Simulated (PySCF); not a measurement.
**[Nd(H2O)3]3+ relaxed at several levels**

Computed with PySCF 2.14.0, def2-SVP on the ligands, density fitting, scalar-relativistic core potentials, no spin-orbit coupling, vacuum. Each row is relaxed at its own level from the same template. Distances are means of the shortest metal–ligand contacts, charges and spins Mulliken's; removal energies are rigid, with the ligand's formal charge and no counterpoise, so too large; for an anion taken off a cation in vacuum most of it is the attraction of opposite charges, and multiply charged cations can part far more cheaply with an electron moved from ligand to metal. lcecp potentials hold a fixed number of 4f electrons in the core, out of states, spins and gaps.

```tsv
level	basis on the metal	point group	M–H2O (Å)	charge on M (e)	removal of one H2O (eV)	strongest infrared band, degenerate modes summed (cm⁻¹)	unstable modes (below −25 cm⁻¹)
PBE	lcecp-1-SVP with ECP49	D3	2.327	1.86	3.72	3436	0 (lowest -16 cm⁻¹, within noise)
```

**Question.** What does the calculation give for PBE0, lcecp-1-SVP with ECP49?

**Answer.** point group: D3, nearly planar, M–H2O (Å): 2.322, charge on M (e): 2.00, removal of one H2O (eV): 3.63, strongest infrared band, degenerate modes summed (cm⁻¹): 3576, unstable modes (below −25 cm⁻¹): 0 (lowest -14 cm⁻¹, within noise).
```xyz
10

Nd    0.0000    0.0000    0.0000
O     2.3218    0.0000    0.0000
H     2.9376    0.7691    0.0659
H     2.9376   -0.7691   -0.0659
O    -1.1609    2.0107    0.0000
H    -2.1349    2.1595    0.0659
H    -0.8028    2.9286   -0.0659
O    -1.1609   -2.0107    0.0000
H    -0.8027   -2.9286    0.0659
H    -2.1348   -2.1595   -0.0659
```

Members with unstable modes aren't minima as they stand: saddle points kept by symmetry or, where the modes are soft, flat surfaces and noise. Moved off a saddle point of the template and relaxed again: PBE, PBE0. One start shape was tried for each, so a minimum needn't be the lowest isomer.
